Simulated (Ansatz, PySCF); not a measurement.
C₆H₆, triplet, geometry from GFN2-xTB (a higher spin typed on purpose: for a closed-shell molecule this is an excited state). Base run: WB97X-V/STO-3G run with PySCF.

PySCF was given this input:
```python
from pyscf import gto, scf, dft

mol = gto.M(
    atom='''
C    -0.845064    1.128461    0.221760
C    -1.394435   -0.068655   -0.098301
C    -0.570978   -1.207004   -0.305740
C     0.829934   -1.123519   -0.087972
C     1.406820    0.060549    0.232216
C     0.602789    1.271940    0.086850
H    -1.448886    1.980967    0.492367
H    -2.468193   -0.198361   -0.087940
H    -1.030583   -2.177164   -0.408133
H     1.408860   -2.036978   -0.069937
H     2.446947    0.133443    0.510457
H     0.917452    1.927467   -0.729696
''',
    basis='sto-3g',
    charge=0,
    spin=2,
    verbose=4,
)

mf = dft.UKS(mol)
mf.xc = 'wb97x_v'
mf.kernel()
```

The same geometry, method and basis name were run in Ansatz (an electronic-structure program) and PySCF, at each program's defaults and at the settings that a row names. The base is PySCF at its defaults. Differences at the defaults can come from grids, fitting, cores and function types together.

| code and settings | ΔE vs base (mEh) | basis functions | E (Eh) | SCF cycles | dipole (D) | outcome |
|---|---|---|---|---|---|---|
| PySCF, defaults (exact integrals, its default grid, spherical functions) | 0.000 | 36 | -229.21535 | 13 | 0.19 | converged |
| Ansatz, defaults (factorised integrals, its default grid, spherical functions) | 0.009 | 36 | -229.21534 | - | - | converged |
| PySCF, density fitting with def2-universal-jkfit | -1.651 | 36 | -229.21700 | 13 | 0.19 | converged |
| PySCF, fine grid | - | - | - | - | - | cut at the time limit |
| Ansatz, high accuracy | -0.002 | 36 | -229.21535 | - | - | converged |

Open shells are given as the SCF converged; they aren't shown to be the lowest states, and a large step between rows can be another state.
